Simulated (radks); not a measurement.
Valence configurations of W II (all share [Xe]). Method: Dirac Kohn-Sham, BLYP, spin-unpolarised, spherical densities, finite nucleus; open shells fill j = l - 1/2 first; Fermi nuclear charge, rms radius 5.3658 fm; computed with a radial shooting solver on a logarithmic mesh with Libxc functionals. Energies are relative to 4f14 5d4 6s1; eigenvalues in eV.

[
 {"valence": "4f14 5d4 6s1", "E (eV)": "0.000", "e(4f5/2)": "-41.090", "e(4f7/2)": "-38.853", "e(5d3/2)": "-11.806", "e(5d5/2)": "-", "e(6p1/2)": "-"},
 {"valence": "4f14 5d3 6s2", "E (eV)": "0.214", "e(4f5/2)": "-43.940", "e(4f7/2)": "-41.702", "e(5d3/2)": "-13.638", "e(5d5/2)": "-", "e(6p1/2)": "-"},
 {"valence": "4f14 5d4.5 6s0.5", "E (eV)": "0.586", "e(4f5/2)": "-39.909", "e(4f7/2)": "-37.672", "e(5d3/2)": "-11.030", "e(5d5/2)": "-10.301", "e(6p1/2)": "-"},
 {"valence": "4f14 5d4 6s0.5 6p0.5", "E (eV)": "2.378", "e(4f5/2)": "-41.692", "e(4f7/2)": "-39.454", "e(5d3/2)": "-12.323", "e(5d5/2)": "-", "e(6p1/2)": "-7.620"},
 {"valence": "4f14 5d4 6p1", "E (eV)": "4.792", "e(4f5/2)": "-42.281", "e(4f7/2)": "-40.043", "e(5d3/2)": "-12.826", "e(5d5/2)": "-", "e(6p1/2)": "-7.903"},
 {"valence": "4f14 5d3 6s1 6p1", "E (eV)": "5.314", "e(4f5/2)": "-45.148", "e(4f7/2)": "-42.909", "e(5d3/2)": "-14.659", "e(5d5/2)": "-", "e(6p1/2)": "-8.481"},
 {"valence": "4f13.5 5d4.5 6s1", "E (eV)": "14.873", "e(4f5/2)": "-45.676", "e(4f7/2)": "-43.393", "e(5d3/2)": "-12.505", "e(5d5/2)": "-11.685", "e(6p1/2)": "-"},
 {"valence": "4f13 5d5 6s1", "E (eV)": "31.729", "e(4f5/2)": "-50.382", "e(4f7/2)": "-48.052", "e(5d3/2)": "-13.197", "e(5d5/2)": "-12.316", "e(6p1/2)": "-"},
 {"valence": "4f13 5d5 6s0.5 6p0.5", "E (eV)": "34.195", "e(4f5/2)": "-50.986", "e(4f7/2)": "-48.657", "e(5d3/2)": "-13.729", "e(5d5/2)": "-12.839", "e(6p1/2)": "-7.797"},
 {"valence": "4f13 5d4 6s1 6p1", "E (eV)": "37.374", "e(4f5/2)": "-54.409", "e(4f7/2)": "-52.078", "e(5d3/2)": "-16.126", "e(5d5/2)": "-", "e(6p1/2)": "-8.666"}
]

NIST lists [Xe] 4f14 5d4 6s1 as the ground configuration; this level of theory agrees among the configurations tried. The energies are those of spherical spin-averaged densities, not of single terms.
